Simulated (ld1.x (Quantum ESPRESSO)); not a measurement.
What one change does to a pseudopotential (Co, TM)

```json
{"Element": "cobalt (Co)", "Generator": "ld1.x (Quantum ESPRESSO) 7.5", "Type": "norm-conserving Troullier–Martins (Kleinman–Bylander form)", "Functional": "PBE", "Relativity": "scalar-relativistic", "Frozen core": "[Ar]", "Valence charge": "9", "Reference configuration": "3d7 4s2 4p0", "Partial waves": "4s (bound): rc 2.15 bohr; 4p (bound, empty): rc 2.45 bohr; 3d (bound): rc 1.60 bohr", "Local potential": "all-electron potential smoothed inside 2.10 bohr (lloc = -1)", "Core correction": "a·sin(br)/r model core, default radius (core density twice the valence density)"}
```

Change: core [Ne] 3s2, valence charge 15; reference 3p6 3d7 4s1 4p1; waves now 4s (bound): rc 2.25 bohr; 3d (bound): rc 1.75 bohr; 3p (bound): rc 1.10 bohr; local potential the p channel; core correction Bessel-smoothed model core inside 0.60 bohr (4p counted twice).

Cutoffs: the cutoffs (Ry, on a coarse ladder) from which the occupation-weighted sum of valence levels, in a spherical-Bessel basis at the reference potential, stays within 10 and 1 mRy of its value at 400 Ry; they do not see the model core or the augmentation charge, which bear on the density cutoff. Errors are all-electron minus pseudo energies relative to the spin-unpolarised reference configuration.

Q: What does the change do?

A: The potential gets neither clearly harder nor softer (100 Ry and 180 Ry → 100 Ry and 160 Ry); a bound ghost appears in s, which as a rule spoils a file. In the changed file ld1.x takes every shell without a wave as core, so the model core holds the 4p electrons as well and exchange and correlation see them twice. This cancels in the reference configuration, but the file is broken for other ones, and its errors say nothing about a proper core correction. Several settings change at once here, so the effects cannot be laid on one of them.

| quantity | base | changed |
| --- | --- | --- |
| cutoff, loose | 100 Ry | 100 Ry |
| cutoff, tight | 180 Ry | 160 Ry |
| bound ghosts | none | s |
| largest error over its own tests, meV | -234 | -408 |

 A true bound ghost makes a file unfit for plane-wave use even where its test errors are small: the radial tests pick states by their node count and pass the ghost by.
